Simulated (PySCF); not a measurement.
Coordinates in bohr (charge 1 multiplicity 2):
```
Ru    0.2940    0.0000    0.0000
O    -0.9365    2.8224    0.0000
O    -0.9365   -2.8224    0.0000
```

Method: PySCF, UPBE0, basis Ru def2-TZVP with ECP28, O def2-TZVP (scalar-relativistic core potentials, no spin–orbit coupling, density fitting).

This geometry of RuO₂⁺ is a stationary point at this level.

**Question.** What is the point group?

**Answer.** C2v.

**Question.** Is it a minimum?

**Answer.** Yes: all harmonic wavenumbers are real.

**Question.** List the harmonic modes with their infrared intensities.

**Answer.** 
```csv
symmetry,ω (cm⁻¹),IR (km/mol),type
a1,284,16.5,bend
b2,1014,184,stretch
a1,1092,1.9,stretch
```

**Question.** What are the dipole moment and the gap between the highest occupied and lowest empty levels of either spin?

**Answer.** 2.81 D about the centre of mass and 3.46 eV.

**Question.** Give the atomic charges and bond orders.

**Answer.** 
```tsv
atom	Mulliken	Löwdin	polar tensor	spin (Mulliken)	Mayer order to Ru1
Ru1	1.65	1.12	1.99	0.80	–
O2,3	-0.32	-0.06	-0.50	0.10	1.87
```
Other Mayer orders above 0.3: O–O 0.52.

In C2v the vibrations span 2a1 + b2. Here b1 is antisymmetric to the molecular plane and b2 lies in it.

Other isomers or separated fragments may lie lower. Other spin states or occupations of the open shell can lie lower.
